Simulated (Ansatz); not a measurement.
A nudged elastic band was laid between two geometries of AlBH$_{4}$OS (8 atoms, charge 0, multiplicity 1).

Computed with RKS PBE0-D4/def2-SVP in Ansatz 0.2.0.

```
movable images  : 5
climbing image  : yes
spring          : 5.0 eV/Å²
optimiser       : quadratic models (default)
start path      : IDPP
force threshold : 0.03 eV/Å
iteration limit : 60
end points      : relaxed
```

First end point:

```xyz
8
Properties=species:S:1:pos:R:3
B -1.325 -0.145 -1.203
O -0.531 0.117 -0.160
Al 0.464 0.471 1.176
S 2.491 -0.318 1.184
H -1.984 -1.167 -1.214
H -1.375 0.640 -2.131
H -0.089 1.344 2.358
H 2.349 -0.941 -0.009
```

Last end point:

```xyz
8
Properties=species:S:1:pos:R:3
B -1.517 -0.169 -1.360
O -0.636 0.033 -0.375
Al 0.497 0.277 0.869
S 2.469 -0.589 0.567
H -2.235 -1.150 -1.331
H -1.589 0.631 -2.273
H 0.089 1.094 2.149
H 2.922 -0.128 1.755
```

Q: What changes between the two ends?

A: No bond is made or broken. The dihedral O2–Al3–S4–H8 goes from -1 to 180°.

Q: Give the energies along the band, and the barrier.

A: The forces met the threshold. The highest image is number 3 of 0 to 6, 0.206 eV above the first end and 0.209 eV above the last; the last end lies 0.003 eV below the first. A vibrational analysis at the climbing image gives one clearly imaginary mode, 264i cm⁻¹: a first-order saddle point.

```tsv
image	path coordinate (Å)	energy (eV)	dihedral O2–Al3–S4–H8 (°)
0	0.00	0.000	-1
1	0.53	0.037	-22
2	1.07	0.148	-55
3	1.60	0.206	-89
4	2.16	0.147	-124
5	2.72	0.037	-156
6	3.28	-0.003	180
```

Q: What is the geometry of the highest image?

A: 
```xyz
8
Properties=species:S:1:pos:R:3:forces:R:3
B -1.385 0.225 -1.306 0.00 0.00 0.00
O -0.558 0.233 -0.257 0.00 0.00 0.00
Al 0.526 0.259 1.054 0.01 0.01 0.00
S 2.630 -0.260 0.692 -0.01 0.00 0.00
H -1.993 -0.791 -1.582 0.00 0.00 0.00
H -1.522 1.234 -1.971 0.00 0.00 0.00
H -0.067 0.669 2.450 0.00 0.00 0.00
H 2.369 -1.569 0.920 0.00 -0.01 0.00
```

Q: What are the harmonic wavenumbers there?

A: 264i, 93, 119, 180, 233, 420, 478, 617, 664, 728, 1000, 1060, 1235, 1465, 2004, 2525, 2612, 2699 cm⁻¹.

The run took 2.5 min on 1 thread of Arm Neoverse V1, with other jobs on the host, peak memory 0.16 GiB.
